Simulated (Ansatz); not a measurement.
Computed with Ansatz on PBE0-D4/def2-TZVP structures; ΔE is electronic, products minus reactants. CBS: MP2 limit from def2 TZ/QZ plus the TZ coupled-cluster correction, frozen cores. DFT in def2-TZVPP. def2 core potentials past Kr. For In outer-core shells are correlated without core-valence functions, which leaves a few kJ/mol of doubt a bond. One conformer a species, not always the lowest.

`[CH3][In]([CH3])[SiH3]` + `N[Si](N)(N)O` → `[CH3][In]([CH3])[NH2]` + `N[Si](N)(O)[SiH3]`  (redistribution)

CCSD(T)/CBS gives +20.1 kcal/mol.

Problem. Another level gave +21.3 kcal/mol. Which?
A. PBE0/def2-TZVPP
B. ωB97M-V/def2-TZVPP
C. PBE/def2-TZVPP
D. HF/def2-TZVPP

Solution. A. PBE0 21.3, ωB97M-V 22.3, PBE 18.9, HF/def2-TZVPP 24.4 kcal/mol.

Largest T1 diagnostic among the species: 0.013.

From PBE to PBE0 (25 % exact exchange), in def2-TZVPP and without D4, ΔE moves by +2.4 kcal/mol. In def2-TZVPP, CCSD(T) changes the Hartree–Fock value by −3.5 kcal/mol (the triples alone add −0.8 kcal/mol) and MP2 by −3.1 kcal/mol.

CCSD(T)/CBS has its own doubt, a few kJ/mol and more with outer-core shells, so smaller differences from it don't rank the levels.
